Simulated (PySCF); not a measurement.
# Fe (iron, neutral) across methods

[Ar] 3d5 4s2 4p1, high-spin 7P determinant (an excited configuration). Calculation: PySCF 2.14, in aug-cc-pVTZ-DK; the spin-free X2C one-electron Hamiltonian (Gaussian nucleus).

| method | E (hartree) | mean ε 4s α (eV) | mean ε 4s β (eV) | mean ε 4p α (eV) | Σ⟨r²⟩ (bohr²) | ⟨S²⟩ |
| --- | --- | --- | --- | --- | --- | --- |
| PBE | -1272.168 | -7.984 | -6.407 | -3.021 | 46.84 | 12.008 |
| wB97X-V | -1272.272 | -11.148 | -9.360 | -5.587 | 46.44 | 12.007 |
| wB97X | -1272.440 | -11.118 | -9.566 | -5.509 | 46.28 | 12.006 |
| PBE0 | -1272.203 | -8.953 | -7.143 | -3.791 | 46.63 | 12.008 |
| LDA | -1269.856 | -8.175 | -6.622 | -3.028 | 46.48 | 12.007 |
| TPSS | -1272.430 | -8.090 | -6.299 | -3.134 | 46.45 | 12.010 |
| r2SCAN | -1272.388 | -8.256 | -6.446 | -3.266 | 46.43 | 12.017 |

Estimate the same row for B3LYP.

E (hartree) = -1272.455; mean ε 4s α (eV) = -8.696; mean ε 4s β (eV) = -7.252; mean ε 4p α (eV) = -3.507; Σ⟨r²⟩ (bohr²) = 46.89; ⟨S²⟩ = 12.006.
